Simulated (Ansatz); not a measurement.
Computed with Ansatz on PBE0-D4/def2-TZVP structures; ΔE is electronic, products minus reactants. CCSD(T)/CBS adds triple-zeta CCSD(T) − MP2 to the extrapolated MP2 energy (def2 sets, frozen cores). This one scheme is used for every species. DFT in def2-TZVPP. B3LYP here is the variant with VWN-RPA as its local correlation; programs differ in this. One conformer a species, not always the lowest.

`NC[SiH2]O` + CH₃NH₂ → `CN[SiH2]CN` + H₂O  (ligand exchange at the Si–O bond)

```
             level  ΔE (kcal/mol)
          B3LYP-D4           11.0
     HF/def2-TZVPP           14.1
SCS-MP2/def2-TZVPP           11.5
   CCSD/def2-TZVPP           11.4
```

What does CCSD(T)/CBS give? (Best estimate.)

Computed: +10.4 kcal/mol. The listed levels differ from it by 0.6, 3.7, 1.1, 1.0 kcal/mol.

Largest T1 diagnostic among the species: 0.010.

In def2-TZVPP, CCSD(T) changes the Hartree–Fock value by −3.1 kcal/mol (the triples alone add −0.4 kcal/mol) and MP2 by −3.5 kcal/mol. The D4 term adds −2.1 kcal/mol with B3LYP and −1.3 kcal/mol with PBE0; it sums over pairs of atoms, weighted by their polarisabilities, and B3LYP, whose exchange is more repulsive, gets the larger term.
